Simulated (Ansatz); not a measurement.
Al(Me)(OSiH3) (CH6AlOSi), SMILES [CH3][Al+][O][SiH3], charge +1.

Geometry optimised at PBE0-D3(BJ)/def2-SVP. The multiplicity is an assumed one; no other spin state was optimised. The isomer is the one that the SMILES or the coordinates give; other isomers of the formula were not compared. One conformer was computed; it need not be the lowest.

Two levels are set side by side: PBE/def2-SVPD (Ansatz, an electronic-structure program) and PBE0/def2-SVPD (Ansatz). Energy differences of separate SCF runs at the same geometry; the states with an electron removed or added have multiplicity 2 and 2. Differences are taken from unrounded values.

```csv
quantity,PBE0
vertical ionisation energy (eV),15.60
vertical electron affinity (eV),5.30
vertical singlet–triplet gap (eV),5.46
```

### Question
What does PBE give, and how far is it from PBE0? (The exact figures need the calculation; the answer reports its results.)

### Answer

```
quantity                             PBE  PBE minus PBE0
---------------------------------  -----  --------------
vertical ionisation energy (eV)    15.23           -0.37
vertical electron affinity (eV)     5.39            0.09
vertical singlet–triplet gap (eV)   4.88           -0.58
```
